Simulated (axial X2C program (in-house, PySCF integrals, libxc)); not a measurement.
AsI at several levels of theory

Calculated with an in-house relativistic program for diatomic molecules. Spin-free means the one-electron spin-free X2C Hamiltonian; two-component (2c) means X2C with spin–orbit coupling and atomic mean-field two-electron Coulomb and Gaunt terms, so the difference of the two also holds small scalar two-electron terms. Basis: I dyall-cv3z [11s12p8d4f1g], As dyall-cv3z [9s9p6d4f1g] (cores contracted in-house); Gaussian nuclei, density fitting, unrestricted open shells. Masses: I 126.904 u, As 74.922 u.

State, spin-free: M_S = 1, Λ = 0 (beyond evenly filled blocks: π+α, π-α); electrons by block: σα: 18, σβ: 18, π+α: 10, π+β: 9, π-α: 10, π-β: 9, δ+α: 3, δ+β: 3, δ-α: 3, δ-β: 3. Fragments: I + As.

State, 2c: Ω = 1 (⟨Sz⟩ = 1.00, ⟨Lz⟩ = 0.00 at PBE0); electrons by block: 1/2: 27, -1/2: 28, 3/2: 13, -3/2: 12, 5/2: 3, -5/2: 3. Fragments: I + As.

```json
{"Hamiltonian": "spin-free", "level": "PBE0", "Re (Å)": "2.488", "ωe (cm⁻¹)": "260.3", "ωexe (cm⁻¹)": "0.582", "Be (cm⁻¹)": "0.05783", "αe (cm⁻¹)": "0.000179", "De (eV)": "2.45", "D0 (eV)": "2.43", "μ (D)": "0.66"}
{"Hamiltonian": "spin-free", "level": "HF", "Re (Å)": "2.530", "ωe (cm⁻¹)": "249.8", "ωexe (cm⁻¹)": "n/a", "Be (cm⁻¹)": "0.05591", "αe (cm⁻¹)": "0.000177", "De (eV)": "0.950", "D0 (eV)": "0.935", "μ (D)": "1.40"}
{"Hamiltonian": "spin-free", "level": "CCSD", "Re (Å)": "2.516", "ωe (cm⁻¹)": "251.5", "ωexe (cm⁻¹)": "0.555", "Be (cm⁻¹)": "0.05655", "αe (cm⁻¹)": "0.000182", "De (eV)": "1.94", "D0 (eV)": "1.92", "μ (D)": "n/a"}
{"Hamiltonian": "spin-free", "level": "CCSD(T)", "Re (Å)": "2.518", "ωe (cm⁻¹)": "250.1", "ωexe (cm⁻¹)": "0.525", "Be (cm⁻¹)": "0.05646", "αe (cm⁻¹)": "0.000183", "De (eV)": "2.06", "D0 (eV)": "2.04", "μ (D)": "n/a"}
{"Hamiltonian": "spin-free", "level": "BP86", "Re (Å)": "2.511", "ωe (cm⁻¹)": "249.4", "ωexe (cm⁻¹)": "0.589", "Be (cm⁻¹)": "0.05677", "αe (cm⁻¹)": "0.000183", "De (eV)": "2.67", "D0 (eV)": "2.65", "μ (D)": "0.44"}
{"Hamiltonian": "2c", "level": "PBE0", "Re (Å)": "2.493", "ωe (cm⁻¹)": "257.2", "ωexe (cm⁻¹)": "0.601", "Be (cm⁻¹)": "0.05758", "αe (cm⁻¹)": "0.000183", "De (eV)": "2.19", "D0 (eV)": "2.17", "μ (D)": "0.61"}
{"Hamiltonian": "2c", "level": "BP86", "Re (Å)": "2.517", "ωe (cm⁻¹)": "245.9", "ωexe (cm⁻¹)": "0.611", "Be (cm⁻¹)": "0.05649", "αe (cm⁻¹)": "0.000187", "De (eV)": "2.39", "D0 (eV)": "2.38", "μ (D)": "0.40"}
```

Correlated methods: 12 electrons correlated (number of frozen shells: I 4 s, 3 p, 2 d; As 3 s, 2 p, 1 d), 280 virtual spin orbitals or spinors in MP2, 89 natural virtuals in coupled cluster.

Dipoles are positive if As is the positive end.

The state is one determinant whose occupation by symmetry is held fixed; it was picked as the lowest of a PBE0 search that is not exhaustive. Dissociation energies refer to the lowest single-determinant-based atoms at the same level and basis. Density functionals use the spin component along the axis (collinear). CCSD and (T) use frozen natural virtuals with an MP2 correction for the truncation; (T) itself is uncorrected, so its De runs slightly low. PBE0 can misorder states that lie within some tenths of an eV, so this need not be the ground state of the molecule. The nearest other spin-free determinant of the search, M_S = 0, Λ = 2, lies 0.84 eV up at the distance of the search. Without a current term, density functionals place determinants with orbital angular momentum somewhat too high. With several unpaired electrons one determinant need not be a pure state. Open-shell Ω = 0 determinants with evenly filled partner blocks cannot be reached by this program, so the Ω shown need not be the lowest component. This is the Ω = 1 component of a π² triplet; the 0⁺ component is not one determinant and can lie lowest. The determinant is spin-polarised beyond a pure state at some levels (its spin-free form has ⟨S²⟩ too high), which makes Re and μ there less reliable.

No reliable constants came from CCSD (2c), CCSD(T) (2c), HF (2c), MP2 (2c), MP2 (spin-free): no minimum in range, unconverged points, a curve that is not smooth, a change of character along it, or the two Hamiltonians disagreeing along it.

Rough cost a point (2c) on 1 thread(s) of a shared host, integrals apart: PBE0 1.5 s, BP86 0.6 s.

The whole task took 3.4 min on 1 thread of INTEL(R) XEON(R) PLATINUM 8581C CPU @ 2.10GHz (Emerald Rapids), with other jobs on the host.
